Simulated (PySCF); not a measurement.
MoO2Cl, SMILES [O]=[Mo](=[O])[Cl] (connectivity only; charge and spin as stated), neutral, multiplicity 2.

Geometry optimised at r2SCAN-D4/def2-SVP. A frequency run showed that this geometry is not a minimum. The spin state was assumed, not searched. The isomer is the one that the SMILES or the coordinates give; other isomers of the formula were not compared. The def2 effective core potentials stand for the cores of Mo; spin–orbit coupling is left out.

Computed with TDA-PBE/def2-SVPD (PySCF).

Vertical excitations. Isolated molecule, no solvent.

Computed excitation energies, oscillator strengths and character:
| state | energy (eV) | λ (nm) | f | main pairs |
|---|---|---|---|---|
| root 1 | 1.21 | 1027 | 0.001 | α HOMO→LUMO 100 % |
| root 2 | 2.34 | 530 | 0.000 | α HOMO→LUMO+1 99 % |
| root 3 | 3.03 | 409 | 0.000 | α HOMO−1→LUMO 93 %, β HOMO→LUMO+1 7 % |
| root 4 | 3.18 | 390 | 0.000 | β HOMO→LUMO 100 % |
| root 5 | 3.45 | 360 | 0.000 | α HOMO−1→LUMO 7 %, β HOMO→LUMO+1 93 % |
| root 6 | 3.53 | 351 | 0.000 | α HOMO−2→LUMO 93 %, β HOMO−1→LUMO+1 7 % |
| root 7 | 3.66 | 339 | 0.001 | β HOMO−1→LUMO 99 % |
| root 8 | 3.67 | 338 | 0.001 | α HOMO−3→LUMO 72 %, β HOMO−2→LUMO+1 26 % |
| root 9 | 3.71 | 335 | 0.000 | α HOMO−4→LUMO 49 %, β HOMO−2→LUMO 27 %, β HOMO−3→LUMO+1 22 % |
| root 10 | 3.77 | 329 | 0.004 | α HOMO−4→LUMO 13 %, β HOMO−2→LUMO 68 %, β HOMO−3→LUMO+1 17 % |
Unrestricted roots are not spin-pure.
